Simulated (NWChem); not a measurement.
# silicon dioxide molecule (SiO₂); SMILES O=[Si]=O

All runs: NWChem. Coordinates come from a PBE0-D3(BJ)/def2-TZVP optimisation. Total energies compare along this basis series because the functional is fixed.

| level | basis functions | energy (Ha) | highest occupied level (eV) | orbital gap (eV) |
|---|---|---|---|---|
| Hartree-Fock/pcseg-1 | 46 | -438.5672 | -13.95 | 14.02 |
| Hartree-Fock/aug-pcseg-1 | 73 | -438.5822 | -14.08 | 13.62 |
| Hartree-Fock/pcseg-2 | 94 | -438.7168 | -13.91 | 13.89 |
| Hartree-Fock/STO-3G | 19 | -433.1365 | -7.80 | 15.84 |
| Hartree-Fock/def2-SVP | 46 | -438.4151 | -13.65 | 14.00 |
